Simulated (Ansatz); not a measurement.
BTBT, `c1ccc2c(c1)sc1c3ccccc3sc21`, 24 atoms. Hardware: 4 threads of Arm Neoverse V1 on a shared host.

Correlated methods freeze 24 core orbitals.

Q: How many basis functions does each of these Ansatz runs have, and roughly what does it cost? HF/STO-3G, charge 0 singlet, energy, from earlier orbitals; PBE0-D4/def2-SVP, charge 0 singlet, energy, from earlier orbitals; PBE0-D4/def2-SVP, charge 0 triplet at the geometry of the charge 0 singlet, energy; PBE0-D4/def2-TZVP, charge 0 singlet, energy, from earlier orbitals; PBE-D4/def2-SVP, charge 0 triplet at the geometry of the charge 0 singlet, energy, from earlier orbitals; PBE0-D4/def2-SVP, charge 1 doublet at the geometry of the charge 0 singlet, energy; MP2/def2-SVP, charge 0 singlet, energy, from earlier orbitals; r2SCAN-D4/def2-TZVP, charge 0 singlet, energy and forces, from earlier orbitals; PBE-D4/def2-SVP, charge 0 singlet, relaxation, 4 steps; PBE0-D4/def2-SVP, charge -1 doublet at the geometry of the charge 0 singlet, energy; PBE-D4/def2-SVP, charge 0 singlet, energy, from earlier orbitals; PBE-D4/def2-TZVP, charge 0 singlet, energy and forces, from earlier orbitals.

A: Other jobs shared the machine, so times can vary by a factor of up to 3. A dash marks memory too small to be measured apart from the calling script's.

| run | functions | fitting or Cholesky vectors | wall time | peak host memory (GiB) |
| --- | --- | --- | --- | --- |
| HF/STO-3G, charge 0 singlet, energy, from earlier orbitals | 96 | 1318 | 1.4 s | – |
| PBE-D4/def2-SVP, charge 0 singlet, energy, from earlier orbitals | 272 | 3086 | 7 s | – |
| PBE0-D4/def2-SVP, charge 0 singlet, energy, from earlier orbitals | 272 | 3092 | 15 s | 1.8 |
| PBE-D4/def2-SVP, charge 0 triplet at the geometry of the charge 0 singlet, energy, from earlier orbitals | 272 | 3086 | 15 s | – |
| PBE-D4/def2-TZVP, charge 0 singlet, energy and forces, from earlier orbitals | 556 | 3394 | 22 s | 1.9 |
| PBE-D4/def2-SVP, charge 0 singlet, relaxation, 4 steps | 272 | 3086 | 22 s | – |
| MP2/def2-SVP, charge 0 singlet, energy, from earlier orbitals | 272 | 2777 | 23 s | 1.3 |
| PBE0-D4/def2-SVP, charge -1 doublet at the geometry of the charge 0 singlet, energy | 272 | 2777 | 26 s | 1.8 |
| PBE0-D4/def2-SVP, charge 0 triplet at the geometry of the charge 0 singlet, energy | 272 | 2777 | 29 s | 1.8 |
| PBE0-D4/def2-SVP, charge 1 doublet at the geometry of the charge 0 singlet, energy | 272 | 2777 | 33 s | 1.8 |
| r2SCAN-D4/def2-TZVP, charge 0 singlet, energy and forces, from earlier orbitals | 556 | 3394 | 41 s | 1.9 |
| PBE0-D4/def2-TZVP, charge 0 singlet, energy, from earlier orbitals | 556 | 3414 | 50 s | 3.9 |
